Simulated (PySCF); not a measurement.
The numbers are results of B3LYP-D3(BJ)/def2-TZVP // PBE0-D4/def2-SVP (PySCF 2.14.0), not measurements. Gas-phase values, no solvent. One relaxed conformer stands for a flexible species; it need not be the lowest. B3LYP has the VWN-RPA correlation part, as in Gaussian. Delta-SCF ions had no search for a lower state. Excitations are Tamm–Dancoff values on a coarser integration grid. The basis has no diffuse functions, so Rydberg states are missing or too high.

Reference species (SMILES): `C[O][Sn]([OH])([OH])[OH]` (neutral, multiplicity 1).

```yaml
T1 excitation (TDA): 4.26 eV
S1 oscillator strength: 0.008
vertical ionisation energy (Delta-SCF): 10.25 eV
S1 excitation (TDA): 4.61 eV
```

After one change: the T1 excitation (TDA) goes up by 0.70 eV; the S1 oscillator strength rises by 0.011; the vertical ionisation energy (Delta-SCF) rises by 0.85 eV; the S1 excitation (TDA) increases by 0.84 eV.

Problem. What was changed between the two runs? The new species is one of these.
A. `C[O][Sn]([OH])([OH])[O]C`
B. `[OH][Sn]([OH])([OH])[OH]`
C. `C[O][Sn]([OH])([O]C)[O]C`

Solution. B, `[OH][Sn]([OH])([OH])[OH]`
